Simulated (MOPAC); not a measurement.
MOPAC input (PM6):

```
PM6 FORCE THERMO(298,298) PRECISE LET GEO-OK AUX(PRECISION=9) THREADS=1
F2GeO

Ge   -0.07446334 1   -0.06533114 1   -0.00466785 1
O    -1.22840700 1   -1.07770539 1   -0.07701980 1
F    -0.08512085 1    1.52309490 1   -0.56419954 1
F     1.45603336 1   -0.32036221 1    0.65015229 1
```

From the output:

```
     F    4   3.869432   0.173161   0.172551   4.044978

          HEAT OF FORMATION =    -159.895240 KCALS/MOLE

          ZERO POINT ENERGY       4.112 KCAL/MOL

           NORMAL COORDINATE ANALYSIS (Total motion = 1 Angstrom)

   Root No.       1         2         3         4         5         6

                 1 A1      1 B1      1 B2      2 A1      2 B2      3 A1

                 170.3     183.6     187.4     651.4     681.0    1002.4

           1    0.1112   -0.0000   -0.0000    0.0864    0.0000   -0.1772
           2   -0.0000   -0.0000   -0.1206   -0.0000    0.1725    0.0000
           3    0.0000    0.1959   -0.0000    0.0000    0.0000   -0.0000
           4    0.1173    0.0000    0.0000    0.1528    0.0000    0.7294
           5   -0.0000    0.0000    0.4705    0.0000    0.0010   -0.0000
           6    0.0000   -0.3529    0.0000    0.0000    0.0000    0.0000
           7   -0.2618    0.0000    0.2019   -0.2294    0.2486    0.0313
           8   -0.2833    0.0000    0.0323    0.3034   -0.3301   -0.0347
           9   -0.0000   -0.2256   -0.0000    0.0000   -0.0000    0.0000
          10   -0.2618    0.0000   -0.2019   -0.2294   -0.2486    0.0313
          11    0.2833    0.0000    0.0323   -0.3034   -0.3300    0.0346
          12    0.0000   -0.2256    0.0000   -0.0000   -0.0000    0.0000

           MASS-WEIGHTED COORDINATE ANALYSIS (NORMAL COORDINATES)

   Root No.       1         2         3         4         5         6

                 1 A1      1 B1      1 B2      2 A1      2 B2      3 A1

                 170.3     183.6     187.4     651.4     681.0    1002.4

           1    0.3641   -0.0000   -0.0000    0.2907    0.0000   -0.4577
           2   -0.0000   -0.0000   -0.4131   -0.0000    0.4999    0.0000
           3    0.0000    0.6442   -0.0000    0.0000    0.0000   -0.0000
           4    0.1802    0.0000    0.0000    0.2414    0.0000    0.8848
           5   -0.0000    0.0000    0.7567    0.0000    0.0014   -0.0000
           6    0.0000   -0.5448    0.0000    0.0000    0.0000    0.0000
           7   -0.4385    0.0000    0.3538   -0.3948    0.3685    0.0414
           8   -0.4745    0.0000    0.0565    0.5222   -0.4892   -0.0458
           9   -0.0000   -0.3796   -0.0000    0.0000   -0.0000    0.0000
          10   -0.4385    0.0000   -0.3538   -0.3949   -0.3685    0.0414
          11    0.4746    0.0000    0.0566   -0.5222   -0.4892    0.0458
          12    0.0000   -0.3796    0.0000   -0.0000   -0.0000    0.0000

          DESCRIPTION OF VIBRATIONS

 VIBRATION          1    1A1         ATOM PAIR     ENERGY CONTRIBUTION    RADIAL
 FREQUENCY           170.27         Ge1 -- F 4         +44.2% (116.5%)      1.2%
 TRANSITION DIPOLE   1.6833         Ge1 -- F 3         +44.2% (116.5%)      1.2%
 TRAVEL (Ang.)       0.2237         Ge1 -- O 2         +11.6% ( 59.6%)    100.0%
 REDUCED MASS        7.9147
 EFFECTIVE MASS     46.1641
 FORCE CONSTANT      0.1352

 VIBRATION          2    1B1         ATOM PAIR     ENERGY CONTRIBUTION    RADIAL
 FREQUENCY           183.61         Ge1 -- O 2         +44.8% ( 71.2%)      0.0%
 TRANSITION DIPOLE   3.9118         Ge1 -- F 4         +27.6% ( 55.9%)      0.0%
 TRAVEL (Ang.)       0.1581         Ge1 -- F 3         +27.6% ( 55.9%)      0.0%
 REDUCED MASS       14.6987
 EFFECTIVE MASS     35.7483
 FORCE CONSTANT      0.2920

 VIBRATION          3    1B2         ATOM PAIR     ENERGY CONTRIBUTION    RADIAL
 FREQUENCY           187.44         Ge1 -- O 2         +57.5% (105.3%)      0.0%
 TRANSITION DIPOLE   2.8898         Ge1 -- F 4         +21.2% ( 64.0%)      7.7%
 TRAVEL (Ang.)       0.2123         Ge1 -- F 3         +21.2% ( 64.0%)      7.7%
 REDUCED MASS        7.9851
 EFFECTIVE MASS     33.4054
 FORCE CONSTANT      0.1653

 VIBRATION          4    2A1         ATOM PAIR     ENERGY CONTRIBUTION    RADIAL
 FREQUENCY           651.44         Ge1 -- F 3         +48.2% ( 71.5%)     92.6%
 TRANSITION DIPOLE   2.1890         Ge1 -- F 4         +48.2% ( 71.5%)     92.6%
 TRAVEL (Ang.)       0.1171         Ge1 -- O 2          +3.5% ( 19.3%)    100.0%
 REDUCED MASS        7.5531
 EFFECTIVE MASS     22.9435
 FORCE CONSTANT      1.8886

 VIBRATION          5    2B2         ATOM PAIR     ENERGY CONTRIBUTION    RADIAL
 FREQUENCY           680.99         Ge1 -- F 4         +47.1% ( 73.6%)     91.9%
 TRANSITION DIPOLE   4.3700         Ge1 -- F 3         +47.1% ( 73.6%)     91.9%
 TRAVEL (Ang.)       0.1001         Ge1 -- O 2          +5.7% ( 25.6%)      0.0%
 REDUCED MASS        9.8770
 EFFECTIVE MASS     29.1992
 FORCE CONSTANT      2.6987

 VIBRATION          6    3A1         ATOM PAIR     ENERGY CONTRIBUTION    RADIAL
 FREQUENCY          1002.40         Ge1 -- O 2         +89.2% ( 99.4%)    100.0%
 TRANSITION DIPOLE   4.8540         Ge1 -- F 4          +5.4% ( 24.4%)     45.1%
 TRAVEL (Ang.)       0.0720         Ge1 -- F 3          +5.4% ( 24.4%)     45.1%
 REDUCED MASS       12.9927
 EFFECTIVE MASS     24.6839
 FORCE CONSTANT      7.6918

      SYMMETRY NUMBER FOR POINT-GROUP C2v =  2

          SYSTEM IS A GROUND STATE

 F2GeO

          MOLECULE IS NOT LINEAR

          THERE ARE  6 GENUINE VIBRATIONS IN THIS SYSTEM
          THIS THERMODYNAMICS CALCULATION IS LIMITED TO
          MOLECULES WHICH HAVE NO INTERNAL ROTATIONS

                    CALCULATED THERMODYNAMIC PROPERTIES
                                          *
   TEMP. (K)   PARTITION FUNCTION   H.O.F.    ENTHALPY  HEAT CAPACITY ENTROPY
                                   KCAL/MOL   CAL/MOLE    CAL/K/MOL  CAL/K/MOL

 298.00  VIB.     0.5577D+01                  1296.0029     7.7617     7.7642
         ROT.     0.3296D+05                   888.2803     2.9808    23.6536
         INT.     0.1838D+06                  2184.2832    10.7425    31.4178
         TRA.     0.1377D+28                  1480.4672     4.9680    40.4185
         TOT.                     -159.895    3664.7503    15.7105    71.8363

   *: NOTE: HEATS OF FORMATION ARE RELATIVE TO THE
            ELEMENTS IN THEIR STANDARD STATE AT 298K
              (=  Standard Enthalpy of Formation).

            Hvib:  Zero-point energy is not included.
                   frequencies of less than zero cm-1 are not included.
            Hrot = (3/2)RT
            Htra = (3/2)RT + pV = (5/2)RT

            Heat capacity is Cp, not Cv

          For more information, see: HTTP://OpenMOPAC.net/Manual/thermochemistry.html

           FORCE CONSTANT IN CARTESIAN COORDINATES (Millidynes/A)

    ATOM   CHEMICAL       X               Y               Z
   NUMBER   SYMBOL  FORCE CONSTANT  FORCE CONSTANT  FORCE CONSTANT

      1      Ge       10.702043        5.211968        0.598330
      2       O        7.657013        0.189765        0.094312
      3       F        1.576388        2.635700        0.054349
      4       F        1.576654        2.635435        0.054349

 **********************
 *                    *
 * JOB ENDED NORMALLY *
 *                    *
 **********************
```
